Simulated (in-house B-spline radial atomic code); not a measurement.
**Response and correlation of I⁷⁺**

Closed shell [Kr] 4d10. Computed with an all-electron radial atomic-structure program (B-spline basis): Dirac-Hartree-Fock, relativistic RPA (time-dependent Dirac-Hartree-Fock) for the response and second-order many-body perturbation theory for correlation, no-pair Dirac-Coulomb Hamiltonian, finite nucleus.

Command:
```bash
python run_mb.py task.json out
```
Settings (nuclear radius in fm, box in bohr, cutoff in hartree):
```
basis_form          2
Z                   53
core_configuration  [Kr] 4d10
rms_radius          4.75
mass_number         127
speed_of_light      137.036
box_radius          8.526
lmax                7
intervals           61
virtual_cutoff      70225.0
```

Cost of the run: 15 s on 1 thread of Intel(R) Xeon(R) Platinum 8259CL CPU @ 2.50GHz, with other jobs on the host.

```
multipole (bohr³, bohr⁵, bohr⁷)  uncoupled  coupled RPA
                         dipole     1.1814       1.0283
                     quadrupole     1.0525        1.205
                       octupole     1.9465            ?
```

(1) What is the coupled octupole polarisability?

(2) Which subshells carry the dipole polarisability?

(3) What does the dipole shielding factor come to?

Dipole polarisability at imaginary frequency:

```json
{"u (Eh)": "0", "α(iu) (bohr³)": "1.028"}
{"u (Eh)": "0.453", "α(iu) (bohr³)": "1.009"}
{"u (Eh)": "1.13", "α(iu) (bohr³)": "0.9231"}
{"u (Eh)": "2.26", "α(iu) (bohr³)": "0.7164"}
{"u (Eh)": "3.39", "α(iu) (bohr³)": "0.5315"}
{"u (Eh)": "4.53", "α(iu) (bohr³)": "0.3957"}
{"u (Eh)": "6.79", "α(iu) (bohr³)": "0.2376"}
{"u (Eh)": "9.05", "α(iu) (bohr³)": "0.1578"}
{"u (Eh)": "11.3", "α(iu) (bohr³)": "0.1133"}
{"u (Eh)": "15.8", "α(iu) (bohr³)": "0.06811"}
{"u (Eh)": "22.6", "α(iu) (bohr³)": "0.03938"}
{"u (Eh)": "33.9", "α(iu) (bohr³)": "0.02099"}
{"u (Eh)": "45.3", "α(iu) (bohr³)": "0.01321"}
{"u (Eh)": "67.9", "α(iu) (bohr³)": "0.006734"}
{"u (Eh)": "113", "α(iu) (bohr³)": "0.002753"}
{"u (Eh)": "226", "α(iu) (bohr³)": "0.0007688"}
```

(4) What dispersion coefficients follow for two such ions (the dispersion part alone)?

Lowest J = 1 odd-parity excitations:

| energy (eV) | oscillator strength | leading channel | weight |
| --- | --- | --- | --- |
| 63.188 | 0.00624 | 4d5/2 → p3/2 | 0.459 |
| 64.786 | 0.889 | 4d3/2 → p1/2 | 0.591 |
| 66.203 | 0.13 | 4d3/2 → p3/2 | 0.797 |
| 75.295 | 0.00368 | 4d5/2 → f5/2 | 0.632 |
| 79.237 | 0.0239 | 4d3/2 → f5/2 | 0.426 |
| 92.85 | 6.75 | 4d5/2 → f7/2 | 0.525 |
| 101.91 | 0.144 | 4d5/2 → p3/2 | 0.932 |
| 103.11 | 0.218 | 4d3/2 → p1/2 | 0.847 |

Second-order correlation energy by the highest angular momentum of the excited pair (hartree): s -0.02514, p -0.2262, d -0.6617, f -1.086, g -0.3612, h -0.1602, i -0.07347, k -0.03771.

(5) What is the second-order correlation energy at the partial-wave limit?

## Answers

(1) 2.2796 atomic units, +17 % against the uncoupled value.

(2) 4d5/2 58.1 %, 4d3/2 37.5 %, 4p3/2 2.5 %.

(3) The dipole shielding factor is 0.868, against the exact N/Z = 46/53 = 0.868 of the non-relativistic theorem.

(4) C6 = (3/π)∫α(iu)²du = 2.839 hartree·bohr⁶ and C8 = 17.09 hartree·bohr⁸.

(5) The listed waves sum to -2.6317 hartree; extrapolating the increments as (l + 1/2)⁻⁴ gives -2.7088 hartree, -1.6 eV per electron.
